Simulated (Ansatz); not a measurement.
Geometry optimisation, RKS PBE/def2-SVP (Ansatz).

Input:

```yaml
crystal:
  periodic: [false, false, false]
  atoms:
    - { symbol: Ta, position_ang: [0.0, 0.0, 0.0] }
    - { symbol: O, position_ang: [2.02, 0.0, 0.0] }
    - { symbol: H, position_ang: [2.3571, -0.5308, 0.7903] }
    - { symbol: "N", position_ang: [0.0, 0.0, 2.16] }
    - { symbol: H, position_ang: [-0.2456, -0.8845, 2.69] }
    - { symbol: H, position_ang: [0.2456, 0.8845, 2.69] }
    - { symbol: Cl, position_ang: [0.0, 0.0, -2.47] }
    - { symbol: F, position_ang: [-0.965, 1.6714, 0.0] }
    - { symbol: O, position_ang: [-1.01, -1.7493, 0.0] }
    - { symbol: H, position_ang: [-1.6563, -1.7655, 0.776] }
basis:
  gaussian: { orbitals: def2-SVP }
hamiltonian:
  xc: pbe
relax:
  f_tol: 0.02
  max_steps: 40
```

Run as:

```bash
$ ansatz run input.yaml --threads 4 --pin off --max-ram 5120MiB --backend cpu --events-out ev --progress --plain --runs-dir out
```

Task: Where does it end, and by what steps?

Result: The forces met the threshold. The force dipped under the threshold on the way, but the program's further checks kept it going. After 34 steps the energy has fallen by 1.280 eV; F8 moved furthest, 1.88 Å.

```csv
step,energy less start (eV),largest force component (eV/Å),accepted
0,0.0000,2.021,yes
2,-0.7567,1.099,yes
4,-0.9182,1.119,yes
6,-1.0263,1.071,yes
8,-1.1672,0.398,yes
10,-1.2234,0.345,yes
12,-1.2276,0.237,no
14,-1.2457,0.240,yes
16,-1.2492,0.195,yes
18,-1.2606,0.233,yes
20,-1.2685,0.095,yes
22,-1.2727,0.178,yes
24,-1.2753,0.053,yes
26,-1.2731,0.811,no
28,-1.2792,0.118,yes
30,-1.2775,0.188,no
32,-1.2802,0.017,yes
34,-1.2803,0.011,yes
```

```xyz
10
Properties=species:S:1:pos:R:3
Ta 0.089 -0.098 0.188
O 1.899 -0.737 -0.029
H 2.640 -0.113 0.083
N -0.618 0.260 2.006
H -1.167 -0.394 2.570
H -0.412 1.125 2.514
Cl -1.192 0.603 -1.655
F 0.873 1.649 0.375
O -0.586 -1.863 0.243
H -0.781 -2.805 0.342
```

Whether the end is a true minimum wasn't checked by a vibrational analysis.

The run took 59 s on 4 threads of Arm Neoverse V2, with other jobs on the host, peak memory 0.2 GiB.
